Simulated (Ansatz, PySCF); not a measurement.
Dissociation curve of MgCl, doublet.

Methods: UKS-PBE = Ansatz (an electronic-structure program) with unrestricted PBE/cc-pVDZ; UKS-M06-2X = unrestricted M06-2X/cc-pVDZ (PySCF); UCCSD(T) = PySCF with CCSD(T) on UHF/cc-pVDZ, 6 core orbitals frozen.

Energies relative to the lowest point of each curve near equilibrium, in eV; the last columns give the difference from UCCSD(T):

| R / Å | UKS-PBE | UKS-M06-2X | UCCSD(T) | UKS-PBE − UCCSD(T) | UKS-M06-2X − UCCSD(T) |
|---|---|---|---|---|---|
| 1.77 | 2.300 | 2.255 | 2.384 | -0.084 | -0.129 |
| 1.90 | 0.979 | 0.942 | 1.006 | -0.027 | -0.065 |
| 2.00 | 0.419 | 0.393 | 0.423 | -0.004 | -0.031 |
| 2.07 | 0.188 | 0.171 | 0.186 | 0.003 | -0.015 |
| 2.14 | 0.056 | 0.048 | 0.053 | 0.004 | -0.005 |
| 2.21 | 0.000 | 0.000 | 0.000 | 0.000 | 0.000 |
| 2.28 | 0.001 | 0.009 | 0.009 | -0.008 | 0.000 |
| 2.37 | 0.064 | 0.082 | 0.088 | -0.024 | -0.006 |
| 2.44 | 0.147 | 0.173 | 0.187 | -0.039 | -0.013 |
| 2.54 | 0.301 | 0.339 | 0.367 | -0.066 | -0.028 |
| 2.75 | 0.690 | 0.758 | 0.825 | -0.135 | -0.068 |
| 3.02 | 1.203 | 1.322 | 1.446 | -0.243 | -0.124 |
| 3.32 | 1.686 | 1.879 | 2.061 | -0.375 | -0.182 |

UKS-PBE is furthest from UCCSD(T) at 3.32 (-0.375 eV, below); its mean absolute difference over the points is 0.078 eV.

UKS-M06-2X is furthest from UCCSD(T) at 3.32 (-0.182 eV, below); its mean absolute difference over the points is 0.051 eV.

The scan ran from 1.77 to 8.85 Å; beyond the distances shown one of the unrestricted levels run for this scan, shown here or not, changes its spin distribution in one step.
